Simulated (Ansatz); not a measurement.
Mulliken charges of BFH$_{2}$S$_{2}$ (`FB(S)S`) from B3LYP/def2-TZVPP in Ansatz (PBE0-D4/def2-TZVP geometry).

| atom | x (Å) | y (Å) | z (Å) | charge (e) |
| --- | --- | --- | --- | --- |
| F1 | -0.285 | 0.788 | 1.060 | -0.235 |
| B2 | -0.005 | 0.014 | 0.018 | 0.358 |
| S3 | 1.414 | -1.103 | 0.061 | -0.175 |
| S4 | -1.037 | 0.061 | -1.463 | -0.175 |
| H5 | 1.789 | -0.751 | 1.302 | 0.114 |
| H6 | -1.877 | 0.990 | -0.977 | 0.114 |

**Question.** By hand: the dipole of these point charges (1 e Å = 4.8032 D).

**Answer.** Σ q r = (-0.011, 0.029, 0.040) e Å, of length 0.051 e Å = 0.24 D.

**Question.** How does the dipole of the full density compare? (Estimate.)

**Answer.** Computed: (-0.029, 0.081, 0.109) e Å, 0.67 D; the point charges give 0.36 times that, at 1° from its direction.

Point charges leave out the atoms' own dipoles, such as those of lone pairs, and Mulliken's split depends on the basis, so the two needn't agree.

B3LYP here is the variant with VWN-RPA as its local correlation; programs differ in this.
